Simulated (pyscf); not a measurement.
PySCF, gas phase, ωB97X-D3(BJ)/def2-SVP geometries. Correlated levels are frozen-core, on RHF or UHF. ΔMP2 is the change of the MP2 total energy from the triple- to the quadruple-zeta basis. Singlets are restricted, triplets unrestricted.

Singlet (Å):
```xyz
7

C     -1.8924    -0.8560     0.5748
C     -0.6789    -1.0509     0.1434
C     -0.2254    -1.5050    -1.2211
F      0.6016    -0.5634    -1.7827
H      0.0730    -0.8469     0.9266
H     -1.0925    -1.6668    -1.8806
H      0.3329    -2.4509    -1.1254
```

Triplet (Å):
```xyz
7

C      1.1780     0.8382     0.3313
C      0.3513     0.0807    -0.3710
C     -0.9351    -0.5015     0.1676
F     -1.9757    -0.2060    -0.6861
H      0.5953    -0.1632    -1.4197
H     -1.1585    -0.1011     1.1692
H     -0.8469    -1.6012     0.2304
```

Problem. For these two minima of :C=CH–CH₂–F (SMILES [C]=CCF), which spin state lies lower at CCSD(T)/def2-TZVPP + ΔMP2(QZVPP), and by how much (electronic energies)?

Solution. The singlet, by 45.5 kcal/mol. Zero-point energy shifts E(triplet) − E(singlet) by +0.5 kcal/mol. :C=CH–CH₂–F [singlet] lies 44.9 kcal/mol over its isomer H₂C=C=CH–F, and others may lie lower still (electronic energy, ωB97M-D3(BJ)). 

E(triplet) − E(singlet) by level (kcal/mol):

```
level                               gap
--------------------------------  -----
ωB97X-D3(BJ)/def2-TZVP            +48.2
PBE/def2-TZVP                     +41.7
r²SCAN/def2-TZVP                  +35.1
B3LYP-D3(BJ)/def2-TZVP            +45.5
PBE0-D3(BJ)/def2-TZVP             +39.8
M06-2X/def2-TZVP                  +43.0
ωB97M-D3(BJ)/def2-TZVP            +50.4
HF/def2-TZVP                      +19.2
MP2/def2-QZVPP                    +50.8
CCSD/def2-TZVPP                   +42.7
CCSD(T)/def2-TZVPP                +44.0
CCSD(T)/def2-TZVPP + ΔMP2(QZVPP)  +45.5
```

The triplet is the lowest one reached from the SCF start used. The CCSD(T) − MP2 part came from Ansatz, without density fitting, on the same reference. A UHF reference is spin-contaminated (<S²> up to 2.35), which harms MP2 most.
